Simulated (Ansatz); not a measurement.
Geometry optimisation of C2H7FSSi (`C[SiH2]SCF`).

```yaml
crystal:
  periodic: [false, false, false]
  atoms:
    - {symbol: C, position_ang: [-0.627612, 1.719202, 0.072930]}
    - {symbol: Si, position_ang: [0.594487, 0.544237, 0.891651]}
    - {symbol: S, position_ang: [1.546208, -0.781136, -0.549096]}
    - {symbol: C, position_ang: [0.148727, -1.931704, -0.813161]}
    - {symbol: F, position_ang: [-0.971305, -1.315996, -1.340711]}
    - {symbol: H, position_ang: [-1.112374, 2.375584, 0.824684]}
    - {symbol: H, position_ang: [-1.404531, 1.128400, -0.450468]}
    - {symbol: H, position_ang: [-0.109917, 2.353495, -0.673836]}
    - {symbol: H, position_ang: [1.730883, 1.284965, 1.539381]}
    - {symbol: H, position_ang: [-0.098265, -0.322974, 1.912620]}
    - {symbol: H, position_ang: [-0.136149, -2.411135, 0.147968]}
    - {symbol: H, position_ang: [0.516848, -2.698038, -1.527961]}
basis:
  gaussian: {orbitals: def2-TZVP}
hamiltonian: {xc: pbe0, dispersion: d4}
relax: {f_tol: 0.005, max_steps: 150}
```

```sh
$ ansatz run in.yaml --threads 4 --pin off --events-out ev --progress --plain --max-ram 10444MiB
```

Output, abridged:

```
Functional definition: PBE0
mean field -23609.04892956 eV, -867.6165453732 hartree, gradient 2.1e-5 eV, S^2 0.000000; 0 other end points of the search recorded, 0 dependent functions left out
relax step   1: F+E_penalty+E_count = -23609.27964147 eV  Δ(F+E_penalty+E_count) = +0.000e0 eV  max|allowed force component| = 6.630e-1 eV/Å  Δτ_max = 0.0000 Å  (28 SCF iters, accepted)
mean field -23609.10017592 eV, -867.6184286422 hartree, gradient 1.8e-5 eV, S^2 0.000000; 0 other end points of the search recorded, 0 dependent functions left out
relax step   2: F+E_penalty+E_count = -23609.33112810 eV  Δ(F+E_penalty+E_count) = -5.149e-2 eV  max|allowed force component| = 2.637e-1 eV/Å  Δτ_max = 0.0797 Å  (30 SCF iters, accepted)
mean field -23609.10767289 eV, -867.6187041506 hartree, gradient 1.6e-5 eV, S^2 0.000000; 0 other end points of the search recorded, 0 dependent functions left out
relax step   3: F+E_penalty+E_count = -23609.33923697 eV  Δ(F+E_penalty+E_count) = -8.109e-3 eV  max|allowed force component| = 8.122e-2 eV/Å  Δτ_max = 0.0509 Å  (31 SCF iters, accepted)
mean field -23609.10952745 eV, -867.6187723045 hartree, gradient 1.6e-5 eV, S^2 0.000000; 0 other end points of the search recorded, 0 dependent functions left out
relax step   4: F+E_penalty+E_count = -23609.34039172 eV  Δ(F+E_penalty+E_count) = -1.155e-3 eV  max|allowed force component| = 6.290e-2 eV/Å  Δτ_max = 0.0468 Å  (31 SCF iters, accepted)
mean field -23609.11039614 eV, -867.6188042284 hartree, gradient 1.6e-5 eV, S^2 0.000000; 0 other end points of the search recorded, 0 dependent functions left out
relax step   5: F+E_penalty+E_count = -23609.34125660 eV  Δ(F+E_penalty+E_count) = -8.649e-4 eV  max|allowed force component| = 1.753e-2 eV/Å  Δτ_max = 0.0294 Å  (31 SCF iters, accepted)
mean field -23609.11065542 eV, -867.6188137568 hartree, gradient 1.6e-5 eV, S^2 0.000000; 0 other end points of the search recorded, 0 dependent functions left out
relax step   6: F+E_penalty+E_count = -23609.34151367 eV  Δ(F+E_penalty+E_count) = -2.571e-4 eV  max|allowed force component| = 2.748e-2 eV/Å  Δτ_max = 0.0310 Å  (31 SCF iters, accepted)
mean field -23609.11074301 eV, -867.6188169755 hartree, gradient 1.6e-5 eV, S^2 0.000000; 0 other end points of the search recorded, 0 dependent functions left out
relax step   7: F+E_penalty+E_count = -23609.34164377 eV  Δ(F+E_penalty+E_count) = -1.301e-4 eV  max|allowed force component| = 2.467e-2 eV/Å  Δτ_max = 0.0141 Å  (31 SCF iters, accepted)
mean field -23609.11078148 eV, -867.6188183893 hartree, gradient 1.6e-5 eV, S^2 0.000000; 0 other end points of the search recorded, 0 dependent functions left out
relax step   8: F+E_penalty+E_count = -23609.34183991 eV  Δ(F+E_penalty+E_count) = -1.961e-4 eV  max|allowed force component| = 1.744e-2 eV/Å  Δτ_max = 0.0278 Å  (31 SCF iters, accepted)
mean field -23609.11077751 eV, -867.6188182435 hartree, gradient 1.6e-5 eV, S^2 0.000000; 0 other end points of the search recorded, 0 dependent functions left out
relax step   9: F+E_penalty+E_count = -23609.34191814 eV  Δ(F+E_penalty+E_count) = -7.824e-5 eV  max|allowed force component| = 1.526e-2 eV/Å  Δτ_max = 0.0156 Å  (31 SCF iters, accepted)
mean field -23609.11078340 eV, -867.6188184599 hartree, gradient 1.6e-5 eV, S^2 0.000000; 0 other end points of the search recorded, 0 dependent functions left out
relax step  10: F+E_penalty+E_count = -23609.34196217 eV  Δ(F+E_penalty+E_count) = -4.402e-5 eV  max|allowed force component| = 7.030e-3 eV/Å  Δτ_max = 0.0087 Å  (32 SCF iters, accepted)
mean field -23609.11078223 eV, -867.6188184170 hartree, gradient 1.6e-5 eV, S^2 0.000000; 0 other end points of the search recorded, 0 dependent functions left out
relax step  11: F+E_penalty+E_count = -23609.34197105 eV  Δ(F+E_penalty+E_count) = -8.884e-6 eV  max|allowed force component| = 4.298e-3 eV/Å  Δτ_max = 0.0024 Å  (33 SCF iters, accepted)
mean field -23609.11078223 eV, -867.6188184170 hartree, gradient 1.6e-5 eV, S^2 0.000000; 1 other end points of the search recorded, 0 dependent functions left out
Total energy: -23609.34200279 eV, -867.6273156158 hartree
Atom 0 at    -0.637937     1.686633     0.108526 Å, force     0.004298    -0.002171    -0.003912 eV/Å
Atom 1 at     0.608729     0.539528     0.880805 Å, force    -0.003079     0.002180     0.000969 eV/Å
Atom 2 at     1.524162    -0.784580    -0.539452 Å, force     0.000817     0.000707     0.000576 eV/Å
Atom 3 at     0.147781    -1.907284    -0.825358 Å, force    -0.003348     0.000741    -0.001065 eV/Å
Atom 4 at    -0.854414    -1.340400    -1.581783 Å, force     0.002342    -0.001430     0.001903 eV/Å
Atom 5 at    -1.074297     2.344294     0.865222 Å, force     0.000244    -0.000075     0.001855 eV/Å
Atom 6 at    -1.439508     1.113893    -0.361836 Å, force    -0.000272     0.000290     0.000840 eV/Å
Atom 7 at    -0.165361     2.303930    -0.658241 Å, force    -0.001726     0.000369     0.000666 eV/Å
Atom 8 at     1.746242     1.289522     1.472554 Å, force     0.000152    -0.000591    -0.000570 eV/Å
Atom 9 at    -0.036364    -0.306335     1.923459 Å, force     0.000213    -0.000458    -0.000608 eV/Å
Atom 10 at    -0.288548    -2.230515     0.121899 Å, force     0.000353     0.000158    -0.001140 eV/Å
Atom 11 at     0.546515    -2.763788    -1.371796 Å, force     0.000006     0.000280     0.000486 eV/Å
Dipole moment:    -0.110038    -0.023798     0.196677 e Å
```

Hardware: 4 threads of an Arm Neoverse V2 on a shared host. Wall time 38 s, peak host memory 0.59 GiB.
